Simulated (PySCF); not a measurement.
## I³¹⁺: ionisation energy

I³¹⁺ [Ar] 3d4 (5D) → I³²⁺ [Ar] 3d3 (4F), as a difference of total energies. Calculation: PySCF 2.14, in an even-tempered Gaussian basis (18 s from 4.7 bohr⁻², ratio 2.5; 12 p from 6.1 bohr⁻², ratio 2.5; 8 d from 6.1 bohr⁻², ratio 2.5; 4 f from 23 bohr⁻², ratio 2.7; 3 g from 35 bohr⁻², ratio 2.7); scalar relativity by spin-free X2C-1e. Correlated levels: outer shells: [Ne] frozen; virtual orbitals above 40 to 60 times the deepest correlated orbital energy dropped. The calculations carry no spin-orbit coupling.

| method | ionisation energy (eV) |
| --- | --- |
| UHF | 1908.5 |
| PBE | 1907.7 |
| PBE0 | 1908.4 |
| M06-L | 1909.0 |
| B2PLYP | 1908.5 |
| MP2 (outer shells) | 1909.0 |
| SCS-MP2 (outer shells) | 1908.5 |

**Question.** Estimate what r2SCAN gives.

**Answer.** 1907.6 eV, closest to PBE among the rows shown.

**Question.** Estimate what LDA gives.

**Answer.** 1908.6 eV, closest to SCS-MP2 (outer shells) among the rows shown.

A first-order spin-orbit estimate (lowest level to lowest level, LS coupling) adds -3.123 eV.

Breit and QED terms and the two-electron picture change are absent.

For comparison: 1911 ± 4 eV (theoretical estimate listed by NIST; NIST Atomic Spectra Database, ionization energies).
